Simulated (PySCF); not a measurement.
Molecule: SMILES COc1occ(F)[n+]1C, [C5H7FNO2]+.

Bonds (- single, = double, # triple, : aromatic): C1-O2, O2-C3, C3:O4, O4:C5, C5:C6, C6-F7, C6:N8, N8-C9, N8:C3. C1 carries H10, H11, H12; C5 carries H13; C9 carries H14, H15, H16. Formal charges: N8 +1.

Total charge +1.

Frames of a GFN2-xTB Langevin trajectory at 600 K; GIAO PBE0/pcSseg-1 shieldings in PySCF 2.14, gas phase, non-relativistic; equivalent atoms averaged within each frame.

Scale: 13C (186.93 ppm) and 1H (31.72 ppm) vs TMS; 17O (336.08 ppm) vs H2O; 19F (170.95 ppm) vs CFCl3; 15N (267.73 ppm) against NH3 (reference shieldings calculated alike). The references are static minima.

How do the shifts (ppm) fluctuate along the trajectory?

## Answers


```tsv
time (fs)	C6	C3	C5	C1	C9	O4	O2	F7	N8	H13
250	172.5	172.4	141.8	81.4	43.9	279.3	177.5	-120.1	194.5	9.80
425	171.2	159.6	142.7	73.3	47.4	277.1	138.7	-119.3	167.3	8.26
625	171.7	150.8	122.5	59.6	36.7	218.1	132.7	-129.6	176.9	8.27
800	167.1	156.8	131.9	65.5	27.2	250.8	130.6	-143.2	178.7	8.47
1000	160.0	168.2	126.4	69.4	43.1	270.1	159.9	-136.7	166.4	7.78
mean of frames	168.5	161.6	133.0	69.8	39.7	259.1	147.9	-129.8	176.8	8.52
standard deviation	5.2	8.7	9.0	8.2	8.0	25.5	20.2	10.4	11.3	0.76
```

5 frames give an uncertainty of the mean of about the standard deviation over 2.2 at best, since frames this close in time may not be independent; classical motion lacks zero-point vibration, and the reference would need the same averaging.
